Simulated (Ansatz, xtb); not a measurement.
C3H5F3Si: which of two isomers lies lower

Structure X is `FC(F)(F)/C=C\[SiH3]`, a singlet and structure Y is `FC(F)(F)/C=C/[SiH3]`, a singlet. Both are isolated molecules in the gas phase, relaxed with B3LYP/def2-SVP.

Question: Estimate E(Y) − E(X) at the level CCSD(T)/def2-SVP + ΔMP2/def2-TZVPP.

Answer: Calculated at CCSD(T)/def2-SVP + ΔMP2/def2-TZVPP: E(Y) − E(X) = −7.38 kJ/mol, so structure Y lies lower.

The same difference at several levels:

| level | geometry | E(Y) − E(X) (kJ/mol) | departure from the last row (kJ/mol) | job, with rough time for the two |
| --- | --- | --- | --- | --- |
| GFN2-xTB | GFN2-xTB | −2.30 | +5.08 | optimisation, 0.39 s |
| HF/STO-3G | GFN2-xTB | −9.00 | −1.62 | single point, 1.7 s |
| r2SCAN-D4/def2-SVP | GFN2-xTB | −4.40 | +2.98 | single point, 10 s |
| B3LYP/def2-SVP | B3LYP/def2-SVP | −6.30 | +1.09 | optimisation, 1.7 min |
| HF/def2-SVP | B3LYP/def2-SVP | −9.08 | −1.70 | part of the CCSD(T) run |
| MP2/def2-SVP | B3LYP/def2-SVP | −6.49 | +0.90 | part of the CCSD(T) run |
| CCSD(T)/def2-SVP | B3LYP/def2-SVP | −5.83 | +1.55 | single point |
| CCSD(T)/def2-SVP + ΔMP2/def2-TZVPP | B3LYP/def2-SVP | −7.38 |  | single point, 3.2 min |

As drawn, both hold the same kinds of bond in the same numbers.

The levels shown agree on the order. The largest departure from CCSD(T)/def2-SVP + ΔMP2/def2-TZVPP is that of GFN2-xTB, 5.08 kJ/mol. A small imaginary or near-zero mode remains, so no thermal terms are given. The last row adds to CCSD(T) the change of the MP2 difference between the two basis sets, here −1.55 kJ/mol.

The correlated steps freeze 11 core orbitals. Programs: Ansatz 0.2.0, xtb 6.7.1; the last row on 2 threads of AMD EPYC (Zen 3) on a shared host.
